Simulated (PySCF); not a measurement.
Species: C5H4NO2 (charge -1).
Atom-mapped SMILES: `[CH2:1]=[CH:2][C@@H:3]([C:4]#[N:5])[C:6](=[O:7])[O-:8]` (hydrogens: H9, H10 on C1; H11 on C2; H12 on C3)

The geometry is computed with GFN2-xTB (gas phase).

(1) List the bond lengths, angles and torsions at this level.

Answers

(1) 
```
  bond  length (bohr)   order
 C1=C2          2.510  double
 C2–C3          2.773  single
 C3–C4          2.666  single
 C4≡N5          2.179  triple
 C3–C6          3.272  single
 C6=O7          2.288  double
 C6–O8          2.294  single
 C1–H9          2.039  single
C1–H10          2.038  single
C2–H11          2.047  single
C3–H12          2.065  single
```

Orders are formal, as drawn. A selection of angles:
```
   angle  degrees
C1–C2–C3    124.7
C2–C3–C4    114.7
C2–C3–C6    107.6
C4–C3–C6    105.2
C3–C4–N5    179.1
C3–C6–O7    113.7
C3–C6–O8    110.7
O7–C6–O8    135.6
```

Torsions: C1–C2–C3–C4 139° (anticlinal); C2–C3–C6–O7 -49° (synclinal).

Of the pairs four or more bonds apart, O7···H11 is among the closest relative to their van der Waals radii: 2.79 Å, 103 % of the sum of Bondi's values. C1 (terminal =CH2 carbon) is planar (angles 122.0°, 121.8° and 116.2°, sum 360.0°, 0.00 Å off the plane of its three neighbours). C6 (carboxylate carbon) is planar (angles 135.6°, 113.7° and 110.7°, sum 360.0°, 0.01 Å off the plane of its three neighbours). The 4 C–C bonds span 1.328 Å (C1=C2, drawn double) to 1.731 Å (C3–C6, drawn single), a spread of 0.403 Å. C2 (alkene CH carbon) is planar (angles 124.7°, 120.1° and 115.1°, sum 359.9°, 0.02 Å off the plane of its three neighbours).

Point group: C1 (no symmetry element, even within 0.4 Å). GFN2-xTB frequencies: not computed here.

One conformer stands for the species.
